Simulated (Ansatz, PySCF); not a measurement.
Al(F)(I)(OMe) (CH₃AlFIO), SMILES [Al]([O]C)([I])[F].

Coordinates come from a PBE0-D3(BJ)/def2-SVP optimisation. The def2 effective core potentials stand for the cores of I; spin–orbit coupling is left out. Other conformers were not sampled.

Vertical ionisation energy (IE) and electron affinity (EA) in eV. Rows of orbital energies are one-electron estimates. Where ΔSCF, EOM or ADC give a negative EA the extra electron is unbound and the value depends on the basis.

```json
[
 {"level": "−ε(HOMO), −ε(LUMO), r2SCAN/def2-TZVP (PySCF)", "IE": "___", "EA": "___"},
 {"level": "−ε(HOMO), −ε(LUMO), PBE/def2-TZVP (PySCF)", "IE": "6.90", "EA": "2.03"},
 {"level": "ΔSCF, CAM-B3LYP/def2-SVPD (Ansatz), final states of multiplicity 2 and 2", "IE": "10.45", "EA": "-0.05"},
 {"level": "ΔSCF, PBE/def2-SVPD (Ansatz), final states of multiplicity 2 and 2", "IE": "9.79", "EA": "0.18"}
]
```

Fill in the missing entries. (An estimate is asked for; the answer gives what the named calculation found.)


- −ε(HOMO), −ε(LUMO), r2SCAN/def2-TZVP (PySCF), IE: 7.21
- −ε(HOMO), −ε(LUMO), r2SCAN/def2-TZVP (PySCF), EA: 1.61

What vertical singlet–triplet gap does ΔSCF give with CAM-B3LYP/def2-SVPD (Ansatz, a quantum-chemistry and plane-wave program) and with PBE/def2-SVPD (Ansatz)? (An estimate is asked for; the answer gives what the named calculation found.)

5.55 and 4.88 eV (triplet above singlet where positive).
